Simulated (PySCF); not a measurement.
Isomers of C10H10O, from PBE0-D3(BJ)/def2-SVP geometry optimisation, gas phase in PySCF 2.14.0. One conformer each, no zero-point energy, no frequencies.

Problem. Which is lowest in electronic energy at this level?
A. `[O:1]=[C:2]([c:3]1[cH:4][cH:5][cH:6][cH:7][cH:8]1)[CH:9]1[CH2:10][CH2:11]1` with O1–C2–C3–C4 178°, O1–C2–C9–C10 34°: A = 3009, B = 649.4, C = 557.3 MHz, dipole 2.72 D
B. `C[C@H]1Cc2ccccc2C1=O` (2-methyl-1-indanone): A = 2338, B = 895.8, C = 667.0 MHz, dipole 3.24 D
C. `[CH3:1][C:2](=[O:3])/[CH:4]=[CH:5]/[c:6]1[cH:7][cH:8][cH:9][cH:10][cH:11]1` with C1–C2–C4–C5 180°, C4–C5–C6–C7 178°: A = 3562, B = 477.1, C = 421.9 MHz, dipole 3.20 D

Solution. B. That is 2-methyl-1-indanone (`C[C@H]1Cc2ccccc2C1=O`), 22.7 kcal/mol below the next.

```json
{"SMILES": "C[C@H]1Cc2ccccc2C1=O", "mapped SMILES": "[CH3:1][C@H:2]1[CH2:3][c:4]2[cH:5][cH:6][cH:7][cH:8][c:9]2[C:10]1=[O:11]", "E (Eh)": "-461.47680", "relative (kcal/mol)": "0.0", "relative (kJ/mol)": "0.0", "dipole (D)": "3.24"}
{"SMILES": "CC(=O)/C=C/c1ccccc1", "mapped SMILES": "[CH3:1][C:2](=[O:3])/[CH:4]=[CH:5]/[c:6]1[cH:7][cH:8][cH:9][cH:10][cH:11]1", "E (Eh)": "-461.44055", "relative (kcal/mol)": "22.7", "relative (kJ/mol)": "95.2", "dipole (D)": "3.20"}
{"SMILES": "O=C(c1ccccc1)C1CC1", "mapped SMILES": "[O:1]=[C:2]([c:3]1[cH:4][cH:5][cH:6][cH:7][cH:8]1)[CH:9]1[CH2:10][CH2:11]1", "E (Eh)": "-461.43431", "relative (kcal/mol)": "26.7", "relative (kJ/mol)": "111.6", "dipole (D)": "2.72"}
```

As drawn, the highest has a three-membered ring, which the lowest lacks.
